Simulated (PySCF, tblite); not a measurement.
Isomers of C5H9N3S, one GFN2-xTB conformer each. Single-point energies are computed at PBE0/pcSseg-1 (PySCF, gas phase, no added dispersion term), electronic only.

Question: Rank them by PBE0/pcSseg-1 energy, lowest first (kcal/mol).
A. `[CH3:1][S:2][c:3]1[n:4][n:5][c:6]([CH3:7])[n:8]1[CH3:9]` with C1–S2–C3–N4 -1°
B. `[CH3:1][CH2:2][c:3]1[n:4][nH:5][n:6][c:7]1[S:8][CH3:9]` with C1–C2–C3–N4 -104°, N6–C7–S8–C9 -4°

Answer: A (0.0), B (6.5).

As drawn, the higher has an N–H bond, which the lower lacks. GFN2-xTB itself gives, in the same order: 0.0, 18.8. Both levels put the same isomer lowest.

Which frontier levels, dipoles and rotational constants go with these structures?

```
        SMILES  HOMO (eV, PBE0/pcSseg-1)  LUMO (eV)  dipole (D)       A, B, C (MHz)
 CSc1nnc(C)n1C                     -6.21       0.46        4.41  3026, 998.3, 761.4
CCc1n[nH]nc1SC                     -6.26       0.01        1.04   1912, 1231, 796.7
```

What happens when harmonic zero-point energies from GFN2-xTB frequencies are added?

```csv
SMILES,ZPE (kcal/mol),electronic (kcal/mol),with ZPE (kcal/mol)
CSc1nnc(C)n1C,87.8,0.0,0.0
CCc1n[nH]nc1SC,88.7,6.5,7.4
```

The zero-point energies span 0.9 kcal/mol. The order is unchanged.
